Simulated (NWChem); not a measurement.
Species: BeNH2F; SMILES [F][Be][NH2]

```xyz
5

Be     0.0000     0.0000    -0.0909
F      0.0000     0.0000    -1.4769
N      0.0000     0.0000     1.4128
H      0.0000    -0.8244     1.9887
H      0.0000     0.8244     1.9887
```
Atoms are numbered in this order, from 1.

Results from NWChem. Pople sets run with spherical d functions. All runs use the structure optimised with PBE0-D3(BJ)/def2-TZVP. Vzz is the largest principal value of the second derivative of the potential at the nucleus (NWChem prints the opposite sign); η is the asymmetry. Non-relativistic.

For level B3LYP/cc-pVTZ:

```
Quantity         Value
--------------  ------
Vzz Be1 (a.u.)  -0.217
```

How do the values read with level PBE0/6-31G* instead?


| Quantity | Value |
|---|---|
| Vzz Be1 (a.u.) | -0.183 |
